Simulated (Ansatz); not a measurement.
Calculation: frozen-core CCSD(T)/cc-pVTZ // B3LYP-D3(BJ)/def2-TZVP run with Ansatz (a first-principles code).

Ansatz 0.2 input:
```yaml
crystal:
  periodic: [false, false, false]
  atoms:
    - { symbol: C, position_ang: [-0.917461, -0.438802, -0.077575] }
    - { symbol: C, position_ang: [0.218688, 0.587906, 0.010461] }
    - { symbol: C, position_ang: [1.488562, -0.016879, 0.399381] }
    - { symbol: N, position_ang: [2.480265, -0.51118, 0.706704] }
    - { symbol: H, position_ang: [-1.075807, -0.925796, 0.884154] }
    - { symbol: H, position_ang: [-0.689506, -1.207554, -0.815285] }
    - { symbol: H, position_ang: [-1.841929, 0.05879, -0.370215] }
    - { symbol: H, position_ang: [0.360505, 1.086784, -0.951095] }
    - { symbol: H, position_ang: [-0.023314, 1.366731, 0.737406] }
basis:
  gaussian: { orbitals: cc-pVTZ }
correlation:
  method: ccsd_t
```

Output:

```
Functional definition: HF
1077 factors; integrals over basis functions are off by at most 1.0e-3 eV
mean field evaluation 1: about -4650.5972 eV, gradient 3.5e1 eV
mean field evaluation 2: about -4650.5997 eV, gradient 3.5e1 eV
mean field evaluation 4: about -4653.6497 eV, gradient 5.4e0 eV
mean field evaluation 8: about -4653.7434 eV, gradient 3.3e-1 eV
mean field evaluation 16: about -4653.6479 eV, gradient 5.4e0 eV
mean field -4653.74393557 eV, -171.0219352114 hartree, gradient 3.0e-6 eV, S^2 0.000000; 0 other end points of the search recorded, 0 dependent functions left out
4 core orbitals not correlated
reference -4653.74393557 eV, -171.0219352114 hartree; 11, 11 occupied and 175, 175 virtual orbitals, 1077 factors
second order -18.71162347 eV of doubles, -0.00000000 eV of singles
cycle   1  -18.74182682 eV  change   -3.0e-2 eV  update   1.0e-1
cycle   2  -19.26946392 eV  change   -5.3e-1 eV  update   3.0e-2
cycle   3  -19.38036739 eV  change   -1.1e-1 eV  update   1.3e-2
cycle   4  -19.37871941 eV  change    1.6e-3 eV  update   3.3e-3
cycle   5  -19.38151972 eV  change   -2.8e-3 eV  update   1.4e-3
cycle   6  -19.38192959 eV  change   -4.1e-4 eV  update   3.2e-4
cycle   7  -19.38200415 eV  change   -7.5e-5 eV  update   8.9e-5
cycle   8  -19.38204595 eV  change   -4.2e-5 eV  update   2.3e-5
cycle   9  -19.38205164 eV  change   -5.7e-6 eV  update   7.6e-6
perturbative correction -0.88013328 eV, -0.0323443016 hartree
Total energy: -4674.00612049 eV, -171.7665567730 hartree
```

Cost: around 2.0 core-minutes (rough).
